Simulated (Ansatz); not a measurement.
Zn3H12S3, a cluster cut from wurtzite ZnS (hydrogen-capped), relaxed as a singlet with RKS PBE0-D4/def2-SVP in Ansatz, starting from the GFN1-xTB geometry. Force threshold 0.02 eV/Å.

Start:

Cartesian coordinates in Å:
```
S 0.696 1.661 1.255
S -1.291 -1.548 0.854
S 0.582 -0.104 -2.114
Zn -0.842 0.149 3.010
Zn 1.841 2.211 -1.222
Zn -0.999 -2.368 -1.792
H 0.220 2.853 1.524
H 1.756 1.828 2.011
H 0.275 -0.632 3.735
H -2.154 0.963 3.001
H -1.044 -2.687 1.455
H -2.592 -1.671 0.973
H 3.268 1.671 -0.982
H 0.857 3.276 -1.753
H 1.599 -0.665 -2.724
H 0.061 0.364 -3.224
H -2.332 -1.862 -2.383
H 0.100 -3.439 -1.623
```

| step | energy (eV) | largest force component (eV/Å) | SCF passes |
| --- | --- | --- | --- |
| 1 | -177895.8073 | 1.485 | 14 |
| 2 | -177896.0536 | 0.518 | 18 |
| 3 | -177896.0854 | 0.014 | 19 |
| 4 | -177896.0863 | 0.029 | 19 |
| 5 | -177896.0866 | 0.002 | 13 |

Force components are those of the run's own axes.

End:

| atom | x (Å) | y (Å) | z (Å) |
| --- | --- | --- | --- |
| S1 | 0.694 | 1.654 | 1.246 |
| S2 | -1.288 | -1.545 | 0.854 |
| S3 | 0.585 | -0.104 | -2.103 |
| Zn4 | -0.870 | 0.157 | 3.120 |
| Zn5 | 1.912 | 2.293 | -1.266 |
| Zn6 | -1.035 | -2.453 | -1.851 |
| H7 | 0.193 | 2.877 | 1.524 |
| H8 | 1.786 | 1.825 | 2.022 |
| H9 | 0.332 | -0.660 | 3.703 |
| H10 | -2.181 | 0.992 | 2.932 |
| H11 | -1.032 | -2.722 | 1.463 |
| H12 | -2.628 | -1.674 | 0.965 |
| H13 | 3.283 | 1.607 | -0.949 |
| H14 | 0.784 | 3.269 | -1.743 |
| H15 | 1.629 | -0.675 | -2.742 |
| H16 | 0.036 | 0.377 | -3.238 |
| H17 | -2.356 | -1.786 | -2.363 |
| H18 | 0.155 | -3.431 | -1.574 |

By distances, no bond broke or formed. The bond that changes most is S2–Zn4, from 2.78 to 2.86 Å (atoms count from 1). The end is the same structure that another start reached.

The force fell under the threshold at step 3, but the optimiser went on. No frequencies were taken in this run, so the end may be a saddle point.

Run time 26 s (4 threads of Arm Neoverse V2 on a shared host), peak host memory 0.79 GiB.
